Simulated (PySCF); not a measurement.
Sulfur: a sound run and one with changed settings

Sound run: S⁺ [Ne] 3s2 3p3, S²⁺ [Ne] 3s2 3p2. Computed with PySCF 2.14 in aug-cc-pVDZ-DK, with the spin-free X2C one-electron Hamiltonian (Gaussian nucleus). In the sound run the correlated levels freeze [Ne]. The sound run starts from symmetry-adapted Hartree-Fock orbitals and uses a fine grid where one is needed.

Changed run: no relativity, point nucleus. This setting is unsound on purpose.

| species | method | sound run (hartree) | changed run (hartree) | converged |
| --- | --- | --- | --- | --- |
| S⁺ | UHF | -398.24026 | -396.90254 | yes |
| S⁺ | M06-2X | -398.80065 | -397.46352 | yes |
| S⁺ | TPSS | -398.83327 | -397.49645 | yes |
| S⁺ | MP2 | -398.30989 | -396.97223 | yes |
| S⁺ | CCSD(T) | -398.32972 | -396.99217 | yes |
| S²⁺ | UHF | -397.40529 | -396.06713 | yes |
| S²⁺ | M06-2X | -397.95039 | -396.61264 | yes |
| S²⁺ | TPSS | -397.97555 | -396.63816 | yes |
| S²⁺ | MP2 | -397.45833 | -396.12024 | yes |
| S²⁺ | CCSD(T) | -397.48063 | -396.14271 | yes |

Ionisation energy of S⁺:

| method | sound run (eV) | changed run (eV) |
| --- | --- | --- |
| UHF | 22.721 | 22.732 |
| M06-2X | 23.137 | 23.154 |
| TPSS | 23.340 | 23.355 |
| MP2 | 23.172 | 23.184 |
| SCS-MP2 | 23.014 | 23.026 |
| CCSD | 23.097 | 23.107 |
| CCSD(T) | 23.105 | 23.115 |

Most of the change in total energy is the relativistic energy itself. On top of that the contraction fixes the core shape for the Hamiltonian it was made with, so the changed run is not a good calculation with the other Hamiltonian either.

For comparison, NIST gives 23.338 eV between the lowest levels.
